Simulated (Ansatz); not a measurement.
Ideal-gas functions of `[O]=[Mo](=[S])([Cl])[Cl]` at 800 K and 1 bar, from an Ansatz frequency run at PBE0-D4/def2-TZVP.

Molar mass 214.91 g/mol, point group Cs (symmetry number 1), electronic degeneracy 1, moments of inertia 283.649, 329.887, 444.242 u Å². Harmonic wavenumbers (cm⁻¹, unscaled): 118, 153, 158, 228, 289, 425, 457, 594, 1065.

Use S(trans) = R[1.5 ln M + 2.5 ln T − 1.1517]; rotational temperatures θ = 24.2544 K / I; S(rot) = R[ln(√π/σ · √(T³/θAθBθC)) + 1.5]; for each mode x = 1.438777 ν̃/T, S = R[x/(eˣ − 1) − ln(1 − e⁻ˣ)] and H = RT x/(eˣ − 1); 1 cm⁻¹ = 0.0119627 kJ/mol; R = 8.31446 J/(mol·K).

**Question.** By hand: the entropy, in J/(mol·K).

**Answer.** Translation 196.3. Rotation: θ = 0.0855, 0.0735, 0.0546 K, giving 133.8. Vibration, mode by mode: 21.22, 19.07, 18.80, 15.78, 13.85, 10.75, 10.18, 8.15, 4.08, in all 121.9. Electronic 0.0. Sum 452.0 J/(mol·K).

**Question.** By hand: H − E and G − E in kJ/mol, counted from the electronic energy.

**Answer.** Zero-point energy ½ × 3487 × 0.0119627 = 20.9; thermal vibration 42.6; translation, rotation and pV give 4 RT = 26.6. H − E = 90.1 kJ/mol, and G − E = 90.1 − 800 × 452.0/1000 = -271.5 kJ/mol.

Vibration gives 27 % of the entropy, 21.2 J/(mol·K) of it from the mode under 150 cm⁻¹: soft modes count most, and the harmonic formula is weakest for them.
